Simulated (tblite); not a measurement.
Species: C5H13NSSi.
Numbering: `[CH2:1]=[CH:2][CH2:3][C@@H:4]([CH3:5])[NH:6][SiH2:7][SH:8]` (hydrogens: H9, H10 on C1; H11 on C2; H12, H13 on C3; H14 on C4; H15, H16, H17 on C5; H18 on N6; H19, H20 on Si7; H21 on S8)

Geometry (GFN2-xTB, Å), atoms numbered from 1 in this order:
```xyz
21
C5H13NSSi angstrom
C     -3.4593    0.1994    0.2284
C     -2.2873    0.7856    0.3852
C     -1.0809    0.5099   -0.4528
C      0.1102    0.0304    0.3918
C     -0.1801   -1.3319    1.0176
N      1.3027    0.0008   -0.4276
Si     2.8738    0.2025    0.2137
S      4.2105    0.1091   -1.4662
H     -3.6250   -0.5405   -0.5376
H     -4.3057    0.4358    0.8504
H     -2.1458    1.5254    1.1629
H     -0.7828    1.4300   -0.9636
H     -1.3141   -0.2430   -1.2091
H      0.2973    0.7548    1.1912
H      0.6580   -1.6452    1.6353
H     -1.0744   -1.2808    1.6329
H     -0.3357   -2.0774    0.2402
H      1.1828   -0.5969   -1.2348
H      2.9325    1.5351    0.8044
H      3.4141   -0.8139    1.1133
H      3.6003    1.0280   -2.1972
```

Calculated harmonic vibrations of the isolated species, GFN2-xTB (tblite), most abundant isotopes, no scaling. Against measured fundamentals such values can be off by several per cent, at times by over 20. Modes of hydrogen on silicon and sulfur can be 10 to 20 % off. One conformer, not necessarily the lowest.

Harmonic wavenumbers (cm⁻¹): 42.5, 50.0, 53.9, 83.9, 110.2, 133.5, 192.7, 208.2, 231.9, 334.9, 396.4, 433.7, 451.7, 502.5, 518.1, 536.5, 587.4, 629.5, 682.9, 759.6, 795.4, 859.8, 888.1, 903.2, 915.9, 965.7, 1013.1, 1021.6, 1047.4, 1122.0, 1139.9, 1162.3, 1199.0, 1240.0, 1282.6, 1310.5, 1328.7, 1378.2, 1402.1, 1417.5, 1469.6, 1491.2, 1496.1, 1719.3, 2260.9, 2297.0, 2477.9, 2936.0, 2955.2, 2977.2, 3027.6, 3040.4, 3045.0, 3053.2, 3098.9, 3125.2, 3412.8.

A = 4163, B = 485.5, C = 463.6 MHz; mass 147.054 u (most abundant isotopes); point group C1, symmetry number 1.

Zero-point energy?

Half the sum of the wavenumbers: 36608 cm⁻¹ = 437.93 kJ/mol.

What is S at 500 K and 1 bar for an ideal gas of classical rigid rotors and harmonic oscillators?

Translation 181.85, rotation 132.88, vibration 264.57: S = 579.3 J/(mol K).

And Cp and H(500 K) − H(0)?

Cp = 268.46 J/(mol K), of which vibrations give 235.20 (their classical limit is 57 R = 473.9); H(500 K) − H(0) = 80.68 kJ/mol without the zero-point energy, 64.05 from vibrations.

What must be added to the electronic energy to get the Gibbs energy at 500 K and 1 bar?

ZPE + [H(500 K) − H(0)] − T·S = 437.93 + 80.68 − 289.65 = 228.96 kJ/mol.

Blend soft modes into free rotors: weight 1/[1 + (100 cm⁻¹/ν̃)⁴] for the oscillator and the rest for a rotor with moment μB/(μ + B), μ = h/(8π²ν), B = 10⁻⁴⁴ kg m². What vibrational entropy results?

236.75 J/(mol K) in place of 264.57, which changes −T·S at 500 K by +13.91 kJ/mol.

Which modes carry the vibrational entropy at 500 K?

42.5 cm⁻¹: 25.79; 50.0 cm⁻¹: 24.44; 53.9 cm⁻¹: 23.82; 83.9 cm⁻¹: 20.15; 110.2 cm⁻¹: 17.90; 133.5 cm⁻¹: 16.32 J/(mol K); the other 51 give 136.15 together.

How do the functions run with temperature in this model?

```tsv
T (K)	S (J/(mol K))	Cp (J/(mol K))	H − H(0) (kJ/mol)	G − H(0) (kJ/mol)	ln q(vib)
50	262.3	68.6	2.44	-10.67	1.02
100	318.3	94.5	6.56	-25.27	2.98
298.15	462.4	186.5	34.32	-103.54	9.98
373.15	507.9	220.0	49.59	-139.94	12.42
750	702.0	336.6	156.94	-369.59	23.79
1000	805.5	382.0	247.12	-558.39	30.53
```

q(vib) and H(0) count from the zero-point level.

Hindered rotation and anharmonicity are outside this model. Other conformers, if any are populated, would add a mixing term that is left out. The structure is chiral; the term R ln 2 for an equal mix with its mirror image is left out.
